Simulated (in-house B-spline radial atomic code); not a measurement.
Atomic self-consistent-field run: Al³⁺ (an excited or competing configuration). Method: Dirac-Hartree-Fock, average of configuration, Fermi nucleus of rms radius 3.061 fm. Calculated with a B-spline radial code for spherical atoms.

Command:
```bash
python run_scf.py task.json out
```
Settings (nuclear radius in fm, mass in u):
```
Z                13
configuration    [He] 2s1 2p6 6f1
hamiltonian      dirac
method           hf
spin_polarised   False
nucleus          fermi
rms_radius       3.061
atomic_mass      26.98154
speed_of_light   137.035999084
```

Output (hartree, bohr):
```
 radial grid: 80 intervals, B-splines of order 8, outer radius 51.8919 bohr

 iter        energy (Eh)    residual
    1       -230.3749907    4.25e-01
    2       -234.3304919    1.53e-01
    3       -234.5557987    6.05e-02
    4       -234.5905818    2.42e-02
    5       -234.5965732    4.46e-03
    6       -234.5968888    1.08e-04
    7       -234.5968890    8.66e-06
    8       -234.5968890    4.99e-08

 total energy                     -234.596889
 kinetic                            235.46410
 electron-nucleus                  -541.17758
 electron-electron                   71.11659

 first-order corrections (not in the total)
   Gaunt                            0.04390
   retardation                     -0.00292
   frequency dependence            -0.00002
   self-energy                      0.02818
   Uehling                         -0.00169
   Wichmann-Kroll                   0.00000
   recoil                           0.00401

 orbital      occ     eigenvalue          <r>       <r^2>       <1/r>     <1/r^2>       r_max    small
 1s1/2      2.000      -61.31924     0.119991   0.0193953     12.6404     324.267     0.07841  2.11e-03
 2s1/2      1.000       -7.37512     0.598753    0.425425     2.43932     24.7867      0.4871  3.12e-04
 2p1/2      2.000       -5.55324     0.568033    0.402491     2.30606     7.51586      0.4189  2.84e-04
 2p3/2      4.000       -5.53445      0.56984    0.404888     2.29636     7.41934      0.4204  2.83e-04
 6f5/2      0.429       -0.22241      11.9851     162.763    0.111409    0.021365       13.08  5.95e-06
 6f7/2      0.571       -0.22241      11.9852     162.767    0.111407   0.0213636       13.08  5.95e-06

 Slater integrals (Eh)
   F0(2s1/2,2s1/2)               1.512916
   F0(2s1/2,6f5/2)               0.111399
   G3(2s1/2,6f5/2)               0.000172
   F0(2s1/2,6f7/2)               0.111397
   G3(2s1/2,6f7/2)               0.000172
   F0(6f5/2,6f5/2)               0.074594
   F2(6f5/2,6f5/2)               0.037918
   F4(6f5/2,6f5/2)               0.026427
   F0(6f5/2,6f7/2)               0.074593
   F2(6f5/2,6f7/2)               0.037918
   F4(6f5/2,6f7/2)               0.026426
   G2(6f5/2,6f7/2)               0.037918
   G4(6f5/2,6f7/2)               0.026426
   G6(6f5/2,6f7/2)               0.020491
   F0(6f7/2,6f7/2)               0.074593
   F2(6f7/2,6f7/2)               0.037918
   F4(6f7/2,6f7/2)               0.026426
   F6(6f7/2,6f7/2)               0.020491
```

Cost of the run: 1.1 s on 1 thread of Arm Neoverse V2, on a shared host.

For the Dirac Hamiltonian the kinetic term is c α·p + (β - 1)c².
